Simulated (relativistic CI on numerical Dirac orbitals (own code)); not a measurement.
The 5d ions of charge 2+

Method of calculation: Dirac-Coulomb-Breit CI, separate exchange-only KLI orbitals for each configuration, model QED (radiative potential, 1s self-energy scaled to tabulated hydrogen-like ionisation energies), valence Slater integrals scaled by 0.85 (own radial code, finite nucleus).

Each species is treated in one configuration, given outside its closed core, with all valence electrons in the open shell. Radial values are for the open shell of highest l, unscaled and averaged over j; ζ includes the Breit term. Labels give the leading LS character, summed over repeated terms.

| Ion | Configuration | Its lowest level | LS weight (%) | F² (cm⁻¹) | F⁴ (cm⁻¹) | ζ (cm⁻¹) | ⟨r⟩ (bohr) | ⟨r²⟩ (bohr²) |
| --- | --- | --- | --- | --- | --- | --- | --- | --- |
| Lu2+ | 5d | 2D_3/2 | 100 |  |  | 836.3 | 2.244 | 5.933 |
| Hf2+ | 5d2 | 3F_2 | 96 | 48300 | 31480 | 1212 | 2.107 | 5.222 |
| Ta2+ | 5d3 | 4F_3/2 | 95 | 51530 | 33690 | 1621 | 1.982 | 4.609 |
| W2+ | 5d4 | 5D_0 | 85 | 54680 | 35850 | 2064 | 1.873 | 4.108 |
| Re2+ | 5d5 | 6S_5/2 | 93 | 57730 | 37930 | 2543 | 1.777 | 3.696 |
| Os2+ | 5d6 | 5D_4 | 88 | 60680 | 39950 | 3059 | 1.693 | 3.352 |
| Ir2+ | 5d7 | 4F_9/2 | 87 | 63540 | 41910 | 3615 | 1.619 | 3.061 |
| Pt2+ | 5d8 | 3F_4 | 96 | 66320 | 43810 | 4213 | 1.552 | 2.812 |
| Au2+ | 5d9 | 2D_5/2 | 100 |  |  | 4854 | 1.492 | 2.596 |

NIST ASD lists another ground level for Lu2+ (2S1/2).

At low charge ζ of a weakly bound d or f electron comes out too small.
